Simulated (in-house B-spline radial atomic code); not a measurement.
## Ionising Al2+ with different functionals

Computed with an all-electron radial atomic-structure program (B-spline basis): scalar-relativistic (spin-free X2C) Hamiltonian, Fermi nucleus of rms radius 3.061 fm, spin-polarised at highest spin, spherical fractional occupations for the functionals, the average over the highest-spin determinants for Hartree-Fock. The ionisation energy is the difference of two self-consistent energies, [Ne] 3s1 → [He] 2s2 2p6, without Breit or QED terms; ε is the level of the shell that loses the electron (its least bound occupied spin orbital).

```csv
method,rung,ΔSCF (eV),-ε(3s) (eV)
Hartree-Fock,Hartree-Fock,28.09,28.11
HF fractional,Hartree-Fock,28.09,28.11
LDA VWN5,LDA,28.87,24.58
LDA PW92,LDA,28.87,24.58
LDA exchange-only,LDA,?,?
PBE,GGA,28.87,24.48
PBEsol,GGA,28.66,24.44
BLYP,GGA,29.06,24.46
RPBE,GGA,28.82,24.41
PW91,GGA,28.93,24.56
BP86,GGA,28.72,24.60
AM05,GGA,28.61,24.43
OLYP,GGA,28.79,24.30
TPSS,meta-GGA,28.56,24.44
SCAN,meta-GGA,28.49,24.72
r2SCAN,meta-GGA,28.43,24.69
revTPSS,meta-GGA,28.46,24.46
PBE0,global hybrid,28.73,25.50
B3LYP,global hybrid,29.07,25.42
TPSSh,global hybrid,28.53,24.84
BHandHLYP,global hybrid,28.86,26.49
r2SCAN0,global hybrid,28.46,25.65
B97-1,global hybrid,?,?
HSE06,range-separated hybrid,28.75,25.12
wB97X,range-separated hybrid,27.92,27.60
CAM-B3LYP,range-separated hybrid,29.07,26.96
LC-wPBE,range-separated hybrid,28.71,28.24
```

What does LDA exchange-only give?

ΔSCF 28.10 eV, and -ε(3s) = 23.84 eV.

What does B97-1 give?

ΔSCF 28.45 eV, and -ε(3s) = 25.11 eV.

Among the functionals, which spreads more, the ΔSCF values or the orbital energies?

The orbital energies: ΔSCF values span about 1.15 eV and the orbital energies 4.40 eV.

How do they compare with the NIST value?

NIST lists 28.448 eV (measured, ground level to ground level). Errors run from -0.53 to +0.62 eV; B97-1 is closest (-0.00 eV), but part of that can be cancellation, since the calculations leave out Breit-QED terms. Hartree-Fock also lacks correlation.
